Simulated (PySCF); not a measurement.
A structure optimised at PBE-D3(BJ)/def2-SVP, used in a PySCF frequency run:

```
C
C 1 1.3362
F 2 1.3001 1 131.16
F 1 1.3470 2 123.59 3 0.00
C 1 1.5074 2 122.09 3 180.00
F 5 1.3474 1 110.51 2 0.00
F 5 1.3507 6 108.54 1 121.87
F 5 1.3507 6 108.54 7 116.26
```
Charge 0, spin multiplicity 2.

Q: Write its SMILES, formula and point group.

A: F[C]=C(F)C(F)(F)F, C₃F₅, Cs

Q: What are its rotational constants (standard atomic weights)?

A: 3.3687, 1.4068, 1.2051 GHz
